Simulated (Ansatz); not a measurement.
Input for Ansatz (an electronic-structure program): R-BLYP/def2-TZVPP on ClH2NSi (SMILES N[Si]Cl), a point of a torsion scan.

Ansatz 0.2 input:
```yaml
crystal:
  periodic: [false, false, false]
  atoms:
    - {symbol: N, position_ang: [-0.65152820, -0.03473987, -0.02974266]}
    - {symbol: Si, position_ang: [0.83310954, -0.66908209, 0.53665122]}
    - {symbol: Cl, position_ang: [0.28074943, -2.67509180, 0.74484164]}
    - {symbol: H, position_ang: [-0.93715751, 0.91265945, 0.15355352]}
    - {symbol: H, position_ang: [-1.44964669, -0.62433876, -0.23477755]}
basis:
  gaussian:
    orbitals: def2-TZVPP
hamiltonian:
  xc: {name: BLYP}
scf: {lower_state_search: off}
```

The head of its log:

```
WARN ansatz: RAYON_NUM_THREADS=1 ignored (pool sized by the plan → 1); use --threads N
Functional definition: BLYP
these checks for a lower state are left out or cut short: stability, starts, cluster_reference, orbital_swaps, neighbouring_geometries, increment
integrals: 0.06 GiB planned
855 factors; their error is unknown
mean field: 0.40 GiB planned
mean field evaluation 1: about -21914.0855 eV, gradient 7.7e1 eV
mean field evaluation 2: about -21856.1721 eV, gradient 1.4e2 eV
```

**Question.** What total energy does the run end on?

**Answer.** -805.7343 hartree.
